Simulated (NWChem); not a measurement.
# SiH4TeO; SMILES O[Te][SiH3]

```xyz
7

Te     0.3271     0.5041    -0.0045
O     -1.6390     0.9496    -0.0671
H     -1.9180     1.0364     0.8538
Si    -0.1053    -1.9638    -0.0054
H      1.2361    -2.6228     0.0304
H     -0.8448    -2.3697    -1.2349
H     -0.8954    -2.3595     1.1979
```
Atoms are numbered in this order, from 1.

Results from NWChem. Coordinates come from a PBE0/def2-SVP optimisation. No frequency run checked for a minimum. def2 effective core potentials on Te; no spin-orbit coupling. Ions are spin-unrestricted doublets at the neutral geometry; other ion states weren't tried.

Question: Predict the results for B3LYP/def2-SVP. Quantities: vertical ionisation energy, ΔSCF (eV); −ε(HOMO) (eV).

Answer: 
```
Quantity                               Value
-------------------------------------  -----
vertical ionisation energy, ΔSCF (eV)   8.53
−ε(HOMO) (eV)                           6.10
```
